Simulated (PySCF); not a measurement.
Trend along the halogens: MSn cations

HF with triple-zeta basis sets in PySCF, for the lowest determinant that a PBE0 search found; no spin–orbit coupling. De refers to high-spin ground-configuration atoms (the charge goes to the atom of lower measured ionisation energy or higher electron affinity, which is not always the lowest computed limit). A positive dipole points towards Sn; it is taken about the centre of mass and depends on that origin.

```tsv
M	basis	reference	charged atom	state (unpaired electrons)	Re (Å)	ωe (cm⁻¹)	De (eV)	μ (D)
F	def2-TZVPPD	RHF	Sn+	singlet (closed shell)	1.852	733	3.17	3.51
Cl	def2-TZVPPD	RHF	Sn+	singlet (closed shell)	2.258	441	2.79	2.94
I	def2-TZVPPD	RHF	Sn+	singlet (closed shell)	2.600	245	2.12	4.77
```

The row for M = Br is missing. Estimate Re, ωe and De as the mean of the rows for Cl and I, and compare with the calculation.

The means are 2.429 Å, 343 cm⁻¹ and 2.46 eV. RHF in def2-TZVPPD gives SnBr⁺ as a singlet (closed shell) with Re = 2.403 Å, ωe = 307 cm⁻¹, De = 2.49 eV, so the estimate is off by +2.6 pm, +12 % and -0.04 eV.

These are scalar-relativistic numbers at best; spin–orbit coupling would shift them, the dissociation energy most. For an ion De counts to the pair picked by the measured ionisation energies or electron affinities, which need not be the lowest pair at this level. Where the molecule has an RHF reference, its open-shell atoms are computed with UHF. Hartree–Fock leaves out correlation, which carries a large part of most bond energies and some tenths to 1 eV of ionisation energies.
